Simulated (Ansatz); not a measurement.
C4H6N2, singlet, geometry from GFN2-xTB; Ansatz (a first-principles code) with CAM-B3LYP/pcseg-1.

The Ansatz input:
Ansatz 0.2 input:
```yaml
crystal:
  periodic: [false, false, false]
  atoms:
    - {symbol: C, position_ang: [2.13123476, -0.00897965, 0.15881198]}
    - {symbol: C, position_ang: [0.65361613, -0.03545080, 0.07341604]}
    - {symbol: N, position_ang: [-0.10696391, -0.88438433, 0.66075004]}
    - {symbol: C, position_ang: [-1.44893662, -0.53902585, 0.30401703]}
    - {symbol: N, position_ang: [-1.41275704, 0.60648415, -0.55912987]}
    - {symbol: C, position_ang: [-0.17820777, 0.90042308, -0.69321336]}
    - {symbol: H, position_ang: [2.46160204, 0.94513275, 0.56795644]}
    - {symbol: H, position_ang: [2.56176354, -0.11606897, -0.83620011]}
    - {symbol: H, position_ang: [2.48141346, -0.81707568, 0.79451553]}
    - {symbol: H, position_ang: [-1.93796417, -1.37588530, -0.20182600]}
    - {symbol: H, position_ang: [-2.03783298, -0.31778455, 1.19822742]}
    - {symbol: H, position_ang: [0.16282571, 1.72518231, -1.29220461]}
basis:
  gaussian:
    orbitals: pcseg-1.json
hamiltonian:
  xc: cam_b3lyp
```
The basis file holds pcseg-1 in the JSON format of the Basis Set Exchange.

What the program printed (banner, timings and long lists left out):

```
Functional definition: CAM-B3LYP
1332 factors; their error is unknown
328 factors; integrals over basis functions are off by at most 1.3e-5 eV
mean field evaluation 1: about -7214.4308 eV, gradient 4.9e1 eV
mean field evaluation 2: about -7215.4409 eV, gradient 4.6e1 eV
mean field evaluation 4: about -7219.9828 eV, gradient 2.5e0 eV
mean field evaluation 8: about -7220.0010 eV, gradient 4.9e-2 eV
mean field evaluation 16: about -7219.9256 eV, gradient 1.3e-4 eV
mean field -7219.92561268 eV, -265.3273724247 hartree, gradient 2.6e-5 eV, S^2 0.000000; 0 other end points of the search recorded, 0 dependent functions left out
reference -7219.92572422 eV, -265.3273765236 hartree; 22, 22 occupied and 92, 92 virtual orbitals, 1332 factors
Total energy: -7219.92572422 eV, -265.3273765236 hartree
```
